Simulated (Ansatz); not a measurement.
`C[N]([GeH3])c1ccccc1` and `[F][Ti]([F])([F])[c]1ccccc1` differ in one atom or group.

Ansatz, PBE0-D4/def2-TZVP geometries, multiplicity 1. Each molecule was computed in one conformer, which needn't be the lowest.

Scalar relativity is left out up to krypton.

```json
{"property": "size of the dipole moment (ωB97M-V/def2-TZVPP) / D", "`C[N]([GeH3])c1ccccc1`": "1.47"}
{"property": "LUMO energy (B3LYP/def2-TZVPP) / eV", "`C[N]([GeH3])c1ccccc1`": "-0.21"}
{"property": "HOMO–LUMO gap (ωB97M-V/def2-TZVPP) / eV", "`C[N]([GeH3])c1ccccc1`": "9.67"}
{"property": "HOMO energy (PBE0/def2-TZVPP) / eV", "`C[N]([GeH3])c1ccccc1`": "-5.70"}
{"property": "size of the dipole moment (PBE/def2-TZVPP) / D", "`C[N]([GeH3])c1ccccc1`": "1.65"}
{"property": "LUMO energy (PBE0/def2-TZVPP) / eV", "`C[N]([GeH3])c1ccccc1`": "-0.02"}
```

**Question.** What does the change do to each property? (Estimate.)

**Answer.** Computed: 
```
                                          property  `[F][Ti]([F])([F])[c]1ccccc1`  shift
size of the dipole moment (ωB97M-V/def2-TZVPP) / D                           2.57   1.10
               LUMO energy (B3LYP/def2-TZVPP) / eV                          -2.94  -2.73
           HOMO–LUMO gap (ωB97M-V/def2-TZVPP) / eV                           9.41  -0.26
                HOMO energy (PBE0/def2-TZVPP) / eV                          -7.83  -2.13
    size of the dipole moment (PBE/def2-TZVPP) / D                           2.60   0.95
                LUMO energy (PBE0/def2-TZVPP) / eV                          -2.68  -2.66
```

With PBE0 the HOMO falls by 2.13 eV and the LUMO falls by 2.66 eV, so the gap narrows by about 0.53 eV. PBE moves the HOMO by -2.09 eV and ωB97M-V by -2.18 eV. Dipoles are sizes alone; their direction can turn.

Positive LUMOs are unbound, so they and the gaps depend on the basis.

B3LYP here is the variant with VWN-RPA as its local correlation; programs differ in this.
